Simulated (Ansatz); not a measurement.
Geometry optimisation, RKS PBE0-D4/STO-3G in Ansatz 0.2.0.

The input (input.yaml):

```yaml
crystal:
  periodic: [false, false, false]
  atoms:
    - { symbol: B, position_ang: [-0.35067, 1.15884, -0.44378] }
    - { symbol: Cl, position_ang: [-1.1218, -0.03022, 0.80825] }
    - { symbol: B, position_ang: [0.35122, -1.15967, 0.44361] }
    - { symbol: Cl, position_ang: [1.11449, 0.02394, -0.81969] }
    - { symbol: H, position_ang: [-1.0431, 1.27487, -1.38984] }
    - { symbol: H, position_ang: [0.0123, 2.14566, 0.08703] }
    - { symbol: H, position_ang: [1.04349, -1.25954, 1.39187] }
    - { symbol: H, position_ang: [-0.00593, -2.15388, -0.07746] }
basis:
  gaussian: { orbitals: STO-3G }
hamiltonian:
  xc: pbe0
  dispersion: d4
relax:
  f_tol: 0.02
  max_steps: 40
scf:
  lower_state_search: "off"
```

Command:

```bash
$ ansatz run input.yaml --threads 1 --pin off --max-ram 2048MiB --backend cpu --events-out ev --progress --plain --runs-dir out
```

Question: Where does it end, and by what steps?

Answer: The run converged. Limits of this set-up: minimal basis. After 3 steps the energy has fallen by 0.250 eV; Cl2 moved furthest, 0.06 Å.

```
step  energy less start (eV)  largest force component (eV/Å)  accepted
   0                  0.0000                           2.190       yes
   1                 -0.2018                           0.931       yes
   2                 -0.2485                           0.096       yes
   3                 -0.2501                           0.010       yes
```

```xyz
8
Properties=species:S:1:pos:R:3
B -0.367 1.212 -0.464
Cl -1.170 -0.030 0.845
B 0.366 -1.211 0.464
Cl 1.162 0.025 -0.854
H -1.054 1.278 -1.407
H 0.017 2.165 0.094
H 1.055 -1.265 1.407
H -0.010 -2.172 -0.086
```

Whether the end is a true minimum wasn't checked by a vibrational analysis.

The run took 3.2 s on 1 CPU thread of a shared host.
